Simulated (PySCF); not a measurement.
Gas-phase reaction: 6 GaBr + O₂ → 2 Ga₂O + 2 GaBr₃

Method: PySCF energies (xtb for GFN2) plus ideal-gas RRHO corrections (1 bar). † marks an energy on the PBE0/def2-TZVP geometry and frequencies; other levels use their own. CCSD(T) freezes the core. Open shells (unrestricted): O₂ (multiplicity 3); the rest are closed-shell singlets. GFN2 has no spin-polarisation term. B3LYP is the form with VWN-RPA correlation. Br, Ga: all electrons, no relativistic terms. CCSD(T) isn't extrapolated to the basis-set limit; its ΔH°(298 K) is -677.9 kJ in def2-SVP and -709.2 kJ in def2-TZVPP. The harmonic model lacks anharmonicity and excited electronic states, which grow with temperature; levels with a mode under 35 cm⁻¹ are left out. Soft modes under 120 cm⁻¹ make the harmonic entropy rough for Ga₂O, GaBr₃.

| level | ΔE electronic, kJ | ΔH°(298 K), kJ | ΔS°(298 K), J/K | ΔG°(1600 K), kJ |
|---|---|---|---|---|
| B3LYP/def2-TZVP† | -559 | -551 | -420 | 85 |
| CCSD(T)/def2-TZVPP† | -718 | -709 | -420 | -73 |
| GFN2-xTB | -898 | -892 | -425 | -253 |
| r2SCAN/def2-TZVP† | -665 | -656 | -420 | -21 |
| LDA/def2-TZVP† | -727 | -719 | -420 | -83 |
ΔH° is lowest at GFN2-xTB and highest at B3LYP/def2-TZVP†. No reference value is set beside these.
